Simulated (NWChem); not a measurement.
Program: NWChem. System: C₃H₇O, charge 1, spin multiplicity 1, at the geometry of a parent with another charge or spin, in a state set for the comparison that need not be this species' ground state. Level: MP2/def2-TZVP, 4 core orbitals frozen.

Input file:

```
start mol
memory heap 200 mb stack 900 mb global 1100 mb
charge 1
geometry units angstroms nocenter noautoz noautosym
  C      1.438356    -0.076672     0.807875
  C      0.628172    -0.563733    -0.344336
  O     -0.405346     0.312037    -0.736232
  C     -1.485925     0.367418     0.159754
  H      2.047766    -0.769674     1.394140
  H      1.594164     0.998300     0.937024
  H      1.271852    -0.675675    -1.242746
  H      0.228584    -1.580544    -0.131867
  H     -1.186183     0.722655     1.165197
  H     -2.225080     1.069475    -0.253531
  H     -1.971950    -0.622908     0.281877
end
basis spherical
  * library def2-tzvp
end
scf
  rhf
  nopen 0
  maxiter 100
  thresh 1e-7
  semidirect memsize 60000000 filesize 0
end
mp2
  freeze core 4
end
task mp2 energy
```

Part of the output:

```
             Northwest Computational Chemistry Package (NWChem) 7.3.0
             --------------------------------------------------------

                                NWChem Input Module
                                -------------------

 Scaling coordinates for geometry "geometry" by  1.889725989
 (inverse scale =  0.529177249)

                             Geometry "geometry" -> ""
                             -------------------------

 Output coordinates in angstroms (scale by  1.889725989 to convert to a.u.)

  No.       Tag          Charge          X              Y              Z
 ---- ---------------- ---------- -------------- -------------- --------------
    1 C                    6.0000     1.43835600    -0.07667200     0.80787500
    2 C                    6.0000     0.62817200    -0.56373300    -0.34433600
    3 O                    8.0000    -0.40534600     0.31203700    -0.73623200
    4 C                    6.0000    -1.48592500     0.36741800     0.15975400
    5 H                    1.0000     2.04776600    -0.76967400     1.39414000
    6 H                    1.0000     1.59416400     0.99830000     0.93702400
    7 H                    1.0000     1.27185200    -0.67567500    -1.24274600
    8 H                    1.0000     0.22858400    -1.58054400    -0.13186700
    9 H                    1.0000    -1.18618300     0.72265500     1.16519700
   10 H                    1.0000    -2.22508000     1.06947500    -0.25353100
   11 H                    1.0000    -1.97195000    -0.62290800     0.28187700

 Effective nuclear repulsion energy (a.u.)     126.8381466582

            Nuclear Dipole moment (a.u.)
            ----------------------------
        X                 Y               Z
 ---------------- ---------------- ----------------
     0.0000056692     0.0000056692    -0.0000075589


 Summary of "ao basis" -> "" (spherical)
 ------------------------------------------------------------------------------
       Tag                 Description            Shells   Functions and Types
 ---------------- ------------------------------  ------  ---------------------
 *                         def2-tzvp                  on all atoms

 Summary of "ao basis" -> "ao basis" (spherical)
 ------------------------------------------------------------------------------
       Tag                 Description            Shells   Functions and Types
 ---------------- ------------------------------  ------  ---------------------
 C                         def2-tzvp                11       31   5s3p2d1f
 O                         def2-tzvp                11       31   5s3p2d1f
 H                         def2-tzvp                 4        6   3s1p

                                 NWChem SCF Module
                                 -----------------

  ao basis        = "ao basis"
  functions       =   166
  atoms           =    11
  closed shells   =    16
  open shells     =     0
  charge          =   1.00
  wavefunction    = RHF
  use symmetry    = F
  symmetry adapt  = F

 Summary of "ao basis" -> "ao basis" (spherical)
 ------------------------------------------------------------------------------
       Tag                 Description            Shells   Functions and Types
 ---------------- ------------------------------  ------  ---------------------
 C                         def2-tzvp                11       31   5s3p2d1f
 O                         def2-tzvp                11       31   5s3p2d1f
 H                         def2-tzvp                 4        6   3s1p

 Forming initial guess at       0.1s

      Superposition of Atomic Density Guess
      -------------------------------------

 Sum of atomic energies:        -191.29695626

 Renormalizing density from      33.00 to     32

      Non-variational initial energy
      ------------------------------

 Total energy =    -189.299521
 1-e energy   =    -493.649970
 2-e energy   =     177.512302
 HOMO         =      -0.681629
 LUMO         =      -0.438598

 Starting SCF solution at       2.1s

 ----------------------------------------------
         Quadratically convergent ROHF

 Convergence threshold     :          1.000E-07
 Maximum no. of iterations :          100
 Final Fock-matrix accuracy:          1.000E-09
 ----------------------------------------------

              iter       energy          gnorm     gmax       time
             ----- ------------------- --------- --------- --------
                 1     -192.0612221561  1.87D+00  3.48D-01      3.5
                 2     -192.2270043841  4.70D-01  7.22D-02      6.3
                 3     -192.2475090967  4.25D-02  1.53D-02     10.1
                 4     -192.2478405083  1.04D-03  3.06D-04     16.4
                 5     -192.2478407205  6.33D-07  2.16D-07     27.9
                 6     -192.2478407205  6.75D-09  1.87D-09     35.4

       Final RHF  results
       ------------------

         Total SCF energy =   -192.247840720502
      One-electron energy =   -504.638333405421
      Two-electron energy =    185.552346026706
 Nuclear repulsion energy =    126.838146658213

        Time for solution =     33.3s

             Final eigenvalues
             -----------------

              1
    1  -20.7616
    2  -11.6333
    3  -11.5323
    4  -11.4444
    5   -1.5852
    6   -1.2978
    7   -1.1365
    8   -1.0555
    9   -0.9357
   10   -0.8814
   11   -0.8655
   12   -0.8315
   13   -0.7694
   14   -0.7344
   15   -0.6728
   16   -0.6294
   17   -0.2400
   18   -0.0445
   19   -0.0157
   20    0.0021
   21    0.0140
   22    0.0353
   23    0.0419
   24    0.0708
   25    0.0884
   26    0.0906

                       ROHF Final Molecular Orbital Analysis
                       -------------------------------------

 Vector   14  Occ=2.000000D+00  E=-7.344164D-01
              MO Center= -4.8D-01,  3.5D-02, -3.3D-01, r^2= 2.9D+00
   Bfn.  Coefficient  Atom+Function         Bfn.  Coefficient  Atom+Function
  ----- ------------  ---------------      ----- ------------  ---------------
    70      0.169904   3 O  pz               99      0.168364   4 C  px
   156     -0.166852  10 H  s               100     -0.160968   4 C  py
    73      0.155543   3 O  pz              138      0.154982   7 H  s

 Vector   15  Occ=2.000000D+00  E=-6.727982D-01
              MO Center= -9.6D-01,  3.5D-01, -2.2D-01, r^2= 2.1D+00
   Bfn.  Coefficient  Atom+Function         Bfn.  Coefficient  Atom+Function
  ----- ------------  ---------------      ----- ------------  ---------------
    70      0.254475   3 O  pz               73      0.232929   3 O  pz
   101     -0.183047   4 C  pz              156      0.183884  10 H  s
   104     -0.152412   4 C  pz

 Vector   16  Occ=2.000000D+00  E=-6.294228D-01
              MO Center= -7.5D-01,  1.5D-01, -1.8D-01, r^2= 2.0D+00
   Bfn.  Coefficient  Atom+Function         Bfn.  Coefficient  Atom+Function
  ----- ------------  ---------------      ----- ------------  ---------------
    69      0.293274   3 O  py               72      0.269790   3 O  py
    75      0.188536   3 O  py              162      0.171313  11 H  s
   150     -0.165601   9 H  s                68      0.159414   3 O  px
    70      0.159058   3 O  pz

 Vector   17  Occ=0.000000D+00  E=-2.399838D-01
              MO Center=  1.3D+00, -1.2D-01,  7.3D-01, r^2= 2.0D+00
   Bfn.  Coefficient  Atom+Function         Bfn.  Coefficient  Atom+Function
  ----- ------------  ---------------      ----- ------------  ---------------
    12      0.361927   1 C  px               14     -0.332016   1 C  pz
     9      0.279858   1 C  px                6      0.261870   1 C  px
    11     -0.244770   1 C  pz                8     -0.226933   1 C  pz

 Vector   18  Occ=0.000000D+00  E=-4.451403D-02
              MO Center=  1.5D+00, -5.1D-01,  9.5D-01, r^2= 6.1D+00
   Bfn.  Coefficient  Atom+Function         Bfn.  Coefficient  Atom+Function
  ----- ------------  ---------------      ----- ------------  ---------------
    36      2.433557   2 C  s               127     -1.594253   5 H  s
   133     -1.330552   6 H  s               145     -1.250466   8 H  s
     5      1.118423   1 C  s               139     -0.907953   7 H  s
    98      0.592212   4 C  s               151     -0.566305   9 H  s
     4      0.486296   1 C  s                35     -0.454173   2 C  s

 Vector   19  Occ=0.000000D+00  E=-1.569263D-02
              MO Center=  1.1D+00, -3.6D-02,  3.8D-01, r^2= 7.3D+00
   Bfn.  Coefficient  Atom+Function         Bfn.  Coefficient  Atom+Function
  ----- ------------  ---------------      ----- ------------  ---------------
    36      5.192630   2 C  s                 5     -3.782390   1 C  s
   133      1.958136   6 H  s               145     -1.753981   8 H  s
   139     -1.377981   7 H  s                14      1.137172   1 C  pz
    12      0.706063   1 C  px               45      0.591736   2 C  pz
    43      0.574113   2 C  px              151      0.430200   9 H  s

 center of mass
 --------------
 x =   0.00771357 y =   0.02720426 z =  -0.06814987

 moments of inertia (a.u.)
 ------------------
         134.927106340223          62.100210783377         -52.339966280014
          62.100210783377         362.700252414789           0.133627300657
         -52.339966280014           0.133627300657         325.609446926770

  Mulliken analysis of the total density
  --------------------------------------

    Atom       Charge   Shell Charges
 -----------   ------   -------------------------------------------------------
    1 C    6     5.84   0.86  1.12  0.57  0.74  0.07  1.08  1.13  0.21  0.02  0.05  0.00
    2 C    6     6.05   0.85  1.12  0.48  0.67  0.03  1.21  1.30  0.22  0.03  0.12  0.01
    3 O    8     8.34   0.79  1.18  0.55  0.97  0.29  1.84  2.06  0.60  0.00  0.04  0.00
    4 C    6     6.15   0.85  1.12  0.48  0.67  0.10  1.20  1.29  0.31  0.03  0.08  0.01
    5 H    1     0.74   0.25  0.43  0.03  0.02
    6 H    1     0.73   0.25  0.42  0.03  0.02
    7 H    1     0.75   0.24  0.44  0.04  0.02
    8 H    1     0.80   0.25  0.46  0.07  0.02
    9 H    1     0.90   0.27  0.51  0.10  0.02
   10 H    1     0.82   0.26  0.48  0.06  0.02
   11 H    1     0.86   0.26  0.49  0.09  0.02

       Multipole analysis of the density wrt the origin
       ------------------------------------------------

     L   x y z        total         open         nuclear
     -   - - -        -----         ----         -------
     0   0 0 0      1.000000      0.000000     33.000000

     1   1 0 0      1.988786      0.000000      0.000006
     1   0 1 0     -0.558106      0.000000      0.000006
     1   0 0 1      1.395958      0.000000     -0.000008

     2   2 0 0     -6.802387      0.000000    171.390555
     2   1 1 0     -1.438412      0.000000    -36.738552
     2   1 0 1      2.701887      0.000000     28.573678
     2   0 2 0    -15.291039      0.000000     36.169996
     2   0 1 1      0.884134      0.000000      2.189697
     2   0 0 2    -14.780329      0.000000     53.571920

                   NWChem MP2 Semi-direct Energy/Gradient Module
                   ---------------------------------------------

  Basis functions       =    166
  Molecular orbitals    =    166
  Frozen core           =      4
  Frozen virtuals       =      0
  Active alpha occupied =     12
  Active beta occupied  =     12
  Active alpha virtual  =    150
  Active beta virtual   =    150
  Use MO symmetry       = F
  Use skeleton AO sym   = F

  AO/Fock/Back tols     =   1.0D-09  1.0D-09  1.0D-09

 GA uses MA = F    GA memory limited = T

 Available:
  local mem=  1.26D+08
 global mem=  1.44D+08
 local disk=  0.00D+00
  mp2_memr nvloc                   150
  nvloc new                   150
   1 passes of  12:        6291456                     146178                  83609614.
   1 passes of  12: M    126043529           G      144124088           F     119752073.

 Semi-direct pass number   1 of   1  for RHF alpha+beta  at       35.5s
  vrange nnbf                 13654
  mp2_eaftype                   318  avail_ma_in_mb                  1098
 EAF : mp2_eaftype filesize         318   41804807.
  mp2_eaf for mointskh                    318
Node 0 wrote    196.6 Mb in      0.0 s     Agg I/O rate:  7972.1 Mb/s
 Done moints_semi at       44.5s
  mp2_eaftype                   318  avail_ma_in_mb                   780
 EAF : mp2_eaftype filesize         318   41804807.
  mp2_eaf for kh                   318
 Done maket at       44.9s
 Done multipass loop at       44.9s

          -------------------------------------------
          SCF energy                -192.247840720502
          Correlation energy          -0.690835321640
          Singlet pairs               -0.456935339177
          Triplet pairs               -0.233899982462
          Total MP2 energy          -192.938676042141
          -------------------------------------------

          ---------------------------------------------------
                    Spin Component Scaled (SCS) MP2
          Same spin pairs                     -0.155933321642
          Same spin scaling factor             0.333333333333
          Opposite spin pairs                 -0.534901999998
          Opposite spin scaling fact.          1.200000000000
          SCS-MP2 correlation energy          -0.693860173878
          Total SCS-MP2 energy              -192.941700894380
          ---------------------------------------------------

 -----------------------
 Performance information
 -----------------------

 Timer overhead =  1.19D-07 seconds/call

               Nr. of calls         CPU time (s)                 Wall time (s)                GFlops
             ---------------    -------------------     ------------------------------   -------------------
Name         Min   Avg   Max    Min     Avg     Max     Min     Avg     Max   Mx/calls   Min     Max     Sum
mp2: moin     1     1     1    9.0     9.0     9.0      9.0     9.0     9.0     9.0      0.0     0.0     0.0
mp2: make     1     1     1   0.37    0.37    0.37     0.37    0.37    0.37    0.37      0.0     0.0     0.0
mp2: tota     1     1     1    9.4     9.4     9.4      9.4     9.4     9.4     9.4      0.0     0.0     0.0

 The average no. of pstat calls per process was 3.00D+00
 with a timing overhead of 3.56D-07s

 Task  times  cpu:       44.8s     wall:       44.8s

 Total times  cpu:       44.9s     wall:       44.9s
```
